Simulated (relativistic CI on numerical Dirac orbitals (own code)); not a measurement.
## What each ingredient does to the levels of Ni¹⁰⁺

Base calculation: Dirac-Coulomb-Breit CI, KLI orbitals optimised for each configuration, QED by a radiative potential, unscaled Slater integrals.

Configuration list (outside the closed core [Ne]): 3s2 3p6, 3s2 3p5 3d, 3s 3p6 3d, 3s2 3p5 4s, 3s2 3p5 4p, 3s2 3p5 4d, 3s 3p6 4s, 3s2 3p5 4f, 3s 3p6 4p, 3p6 3d2, 3p5 3d3, 3p5 3d2 4s, 3p5 3d2 4p, 3p5 3d2 4d. Double excitations out of closed p, d and f shells are left out; levels of such configurations are missing from the list, as are those of other unlisted configurations, and high levels can miss mixing partners. These lack a partner that the ground configuration has and come out too high: 3s2 3p5 4f.

Variants: (1) QED terms removed; (2) one mean potential for all configurations. Shifts of the energy above 3s2 3p6 1S_0, in cm⁻¹, for the lowest level and the first level of each name with at least 55 % of one term (blank where a level changes its place among those of its configuration and J or its character, or is not in the variant):

| Level | Base | Δ(1) | Δ(2) |
| --- | --- | --- | --- |
| 3s2 3p6 1S_0 | 0 | 0 | 0 |
| 3s2 3p5 3d 3P°_0 | 463092 | +41 | -156 |
| 3s2 3p5 3d 3P°_1 | 466950 | +32 | -156 |
| 3s2 3p5 3d 3P°_2 | 475045 | +13 | -156 |
| 3s2 3p5 3d 3F°_4 | 487193 | +28 | -135 |
| 3s2 3p5 3d 3F°_3 | 491822 | +28 | -135 |
| 3s2 3p5 3d 3F°_2 | 498700 | +14 | -135 |
| 3s2 3p5 3d 3D°_3 | 525572 | +28 | -142 |
| 3s2 3p5 3d 3D°_1 | 533454 | +12 | -140 |
| 3s2 3p5 3d 3D°_2 | 538096 | -7 | -140 |
| 3s2 3p5 3d 1F°_3 | 541243 | -12 | -143 |
| 3s2 3p5 3d 1P°_1 | 699718 | +13 | -295 |
| 3s 3p6 3d 3D_1 | 908337 | +759 | -186 |
| 3s 3p6 3d 3D_2 | 909590 | +754 | -190 |
| 3s 3p6 3d 3D_3 | 911647 | +746 | -196 |
| 3s 3p6 3d 1D_2 | 962575 | +755 | -81 |
| 3s2 3p5 4s 3P°_2 | 1262475 | -239 | +4599 |
| 3s2 3p5 4s 3P°_1 | 1269304 | -244 | +4869 |
| 3s2 3p5 4s 3P°_0 | 1285978 | -293 | +4807 |
| 3s2 3p5 4s 1P°_1 | 1292194 | -291 | +5216 |
| 3s2 3p5 4p 3S_1 | 1362567 | -23 | +4099 |
| 3s2 3p5 4p 3D_2 | 1382725 | -20 | +5076 |

At this charge energies of transitions that change n are usually good to better than 1 %, and those within a shell (Δn = 0) to a few per cent.

Ionisation energy from the two ground configurations alone: base 318.231 eV. The NIST ASD value (semi-empirical) is 319.5 eV.

LS names give the leading component of a level, which can be under half, so a name can repeat, a term be missing and a line seem to break the LS rules.
